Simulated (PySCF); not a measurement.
## Field gradients at the hydrogen positions

C8H9PS.
Atom-mapped SMILES: `[CH3:1][C:2]#[C:3][P:4]([CH3:5])[c:6]1[cH:7][cH:8][cH:9][s:10]1` (hydrogens: H11, H12, H13 on C1; H14, H15, H16 on C5; H17 on C7; H18 on C8; H19 on C9)

Structure used (GFN2-xTB), in Å, numbered top down from 1:
```
atom  x, y, z in Å
C1     3.549    0.852   -0.674
C2     2.362    0.036   -0.558
C3     1.355   -0.609   -0.409
P4    -0.054   -1.670   -0.345
C5     0.058   -2.156    1.443
C6    -1.308   -0.359   -0.188
C7    -1.381    0.807   -0.893
C8    -2.560    1.538   -0.635
C9    -3.383    0.910    0.242
S10   -2.736   -0.590    0.774
H11    4.219    0.433   -1.426
H12    3.276    1.865   -0.969
H13    4.070    0.892    0.282
H14    0.920   -2.808    1.571
H15   -0.842   -2.705    1.718
H16    0.162   -1.279    2.080
H17   -0.602    1.133   -1.560
H18   -2.784    2.490   -1.084
H19   -4.332    1.232    0.622
```

Level: PBE0/pcSseg-1 (PySCF, non-relativistic); Q(2H) = 0.00286 b; rigid geometry, the same for H and D, with no vibrational averaging.

Question: Rank these positions by the coupling χzz of a deuteron there, largest first.
A. H19 (aromatic hydrogen)
B. H15 (methyl hydrogen)
C. H18 (aromatic hydrogen)

Answer: A (234 kHz), C (228 kHz), B (210 kHz).

Question: What are Vzz, η and χzz (234.96 MHz × Q × Vzz) at all hydrogens?

Answer: 
| atom | bonded to | bond length (Å) | Vzz (au) | η | χzz (kHz) |
| --- | --- | --- | --- | --- | --- |
| H11 | C1 | 1.090 | 0.3075 | 0.02 | 207 |
| H12 | C1 | 1.090 | 0.3082 | 0.02 | 207 |
| H13 | C1 | 1.090 | 0.3078 | 0.02 | 207 |
| H14 | C5 | 1.089 | 0.3145 | 0.02 | 211 |
| H15 | C5 | 1.089 | 0.3123 | 0.03 | 210 |
| H16 | C5 | 1.089 | 0.3109 | 0.01 | 209 |
| H17 | C7 | 1.076 | 0.3366 | 0.07 | 226 |
| H18 | C8 | 1.076 | 0.3393 | 0.06 | 228 |
| H19 | C9 | 1.072 | 0.3476 | 0.09 | 234 |

Question: Give the 2H NMR doublet splittings at H15 for a magnetic field along the z, y and x axes of the gradient: 3χ/2, 3χ(1 + η)/4, 3χ(1 − η)/4.

Answer: With |χ| = 209.9 kHz and η = 0.025: 315, 161 and 153 kHz, to first order and without motion.

One conformer (not necessarily the lowest) at the GFN2-xTB geometry, without solvent, vibrations or thermal averaging. GFN2-xTB bond lengths can be off by several hundredths of an ångström, more for odd bonds, and the gradients follow them. The basis is small and wasn't made for field gradients, so the couplings can be 20 % off.
